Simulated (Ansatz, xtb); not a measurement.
**Two isomers of C5H5Cl3**

We compare a, `C[C@@H]1C(Cl)=CC1(Cl)Cl`, a singlet, with b, `ClC(Cl)(Cl)C1=CCC1`, a singlet. Both are isolated molecules in the gas phase, relaxed with B3LYP/def2-SVP.

a (Å):

```yaml
atoms:
  - { symbol: C, position_ang: [-1.3149, 2.7419, -0.7793] }
  - { symbol: C, position_ang: [-1.1547, 1.2591, -1.0695] }
  - { symbol: C, position_ang: [-1.2717, 0.2755, 0.0816] }
  - { symbol: C, position_ang: [-0.0484, -0.2652, -0.0345] }
  - { symbol: C, position_ang: [0.2929, 0.6286, -1.1904] }
  - { symbol: Cl, position_ang: [-2.5930, -0.0014, 1.1412] }
  - { symbol: Cl, position_ang: [0.5867, -0.2365, -2.7504] }
  - { symbol: Cl, position_ang: [1.6661, 1.7593, -0.8874] }
  - { symbol: H, position_ang: [-0.6978, 3.0575, 0.0740] }
  - { symbol: H, position_ang: [-1.0264, 3.3431, -1.6550] }
  - { symbol: H, position_ang: [-2.3695, 2.9595, -0.5470] }
  - { symbol: H, position_ang: [-1.7637, 0.9626, -1.9391] }
  - { symbol: H, position_ang: [0.5169, -1.0479, 0.4692] }
```

b (Å):

| atom | x (Å) | y (Å) | z (Å) |
| --- | --- | --- | --- |
| C | -1.5188 | 2.3991 | 0.4358 |
| C | -0.9442 | 1.4391 | -0.5421 |
| C | -1.3471 | 0.9547 | -1.7306 |
| C | -0.1184 | 0.0837 | -1.9014 |
| C | 0.3514 | 0.6488 | -0.5159 |
| Cl | -3.0952 | 3.0396 | -0.1308 |
| Cl | -0.3681 | 3.7761 | 0.6769 |
| Cl | -1.7510 | 1.5699 | 2.0290 |
| H | -2.2347 | 1.1292 | -2.3418 |
| H | 0.5322 | 0.3421 | -2.7536 |
| H | -0.3063 | -1.0028 | -1.9200 |
| H | 0.4299 | -0.0938 | 0.2935 |
| H | 1.2696 | 1.2562 | -0.5422 |

Quicker runs give these differences E(b) − E(a): GFN2-xTB +0.330 eV; HF/STO-3G +0.505 eV (at GFN2-xTB geometries); r2SCAN-D4/def2-SVP +0.457 eV (at GFN2-xTB geometries).

**Question.** Estimate E(b) − E(a) at the level CCSD(T)/def2-SVP + ΔMP2/def2-TZVPP.

**Answer.** Calculated at CCSD(T)/def2-SVP + ΔMP2/def2-TZVPP: E(b) − E(a) = +0.458 eV, so structure a lies lower.

The same difference at several levels:

| level | geometry | E(b) − E(a) (eV) | departure from the last row (eV) | job, with rough time for the two |
| --- | --- | --- | --- | --- |
| GFN2-xTB | GFN2-xTB | +0.330 | −0.128 | optimisation, 0.2 s |
| HF/STO-3G | GFN2-xTB | +0.505 | +0.047 | single point, 0.92 s |
| r2SCAN-D4/def2-SVP | GFN2-xTB | +0.457 | −0.001 | single point, 7.2 s |
| B3LYP/def2-SVP | B3LYP/def2-SVP | +0.439 | −0.019 | optimisation, 51 s |
| HF/def2-SVP | B3LYP/def2-SVP | +0.503 | +0.045 | part of the CCSD(T) run |
| MP2/def2-SVP | B3LYP/def2-SVP | +0.476 | +0.018 | part of the CCSD(T) run |
| CCSD(T)/def2-SVP | B3LYP/def2-SVP | +0.456 | −0.002 | single point |
| CCSD(T)/def2-SVP + ΔMP2/def2-TZVPP | B3LYP/def2-SVP | +0.458 |  | single point, 2.1 min |

As drawn, both hold the same kinds of bond in the same numbers. Structure a has 1 methyl group, b 0.

The levels shown agree on the order. The largest departure from CCSD(T)/def2-SVP + ΔMP2/def2-TZVPP is that of GFN2-xTB, 0.128 eV. The last row adds to CCSD(T) the change of the MP2 difference between the two basis sets, here +0.002 eV.

With thermal terms from frequencies at re-optimised GFN2-xTB minima (ideal gas, soft modes damped towards free rotors, one conformer each, 298.15 K, 1 atm): on the last row, ΔE + ΔZPE = +0.440, ΔH = +0.442, ΔG = +0.434 eV.

The correlated steps freeze 20 core orbitals. Mirror images aren't counted in ΔG. Codes used: Ansatz 0.2.0, xtb 6.7.1; the last row on 4 threads of Arm Neoverse V1 on a shared host.
